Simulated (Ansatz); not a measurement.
Mulliken charges of CH$_{4}$BrNOSi, SMILES `N[SiH](Br)C=O` from r2SCAN/def2-TZVPP in Ansatz (PBE0-D4/def2-TZVP geometry).

| atom | x (Å) | y (Å) | z (Å) | charge (e) |
| --- | --- | --- | --- | --- |
| N1 | 0.026 | -0.634 | -1.350 | -0.429 |
| Si2 | 0.346 | -0.490 | 0.300 | 0.527 |
| Br3 | 2.400 | 0.183 | 0.892 | -0.251 |
| C4 | -0.775 | 0.956 | 0.882 | 0.136 |
| O5 | -1.366 | 1.623 | 0.070 | -0.281 |
| H6 | 0.464 | -1.308 | -1.953 | 0.162 |
| H7 | -0.311 | 0.179 | -1.843 | 0.177 |
| H8 | 0.146 | -1.766 | 1.022 | -0.073 |
| H9 | -0.840 | 1.211 | 1.964 | 0.033 |

By hand: the dipole of these point charges (1 e Å = 4.8032 D).

Σ q r = (-0.171, -0.370, -0.039) e Å, of length 0.409 e Å = 1.96 D.

How does the dipole of the full density compare? (Estimate.)

The calculation gave: (-0.019, -0.329, -0.134) e Å, 1.71 D; the point charges give 1.15 times that, at 27° from its direction.

Point charges leave out the atoms' own dipoles, such as those of lone pairs, and Mulliken's split depends on the basis, so the two needn't agree.
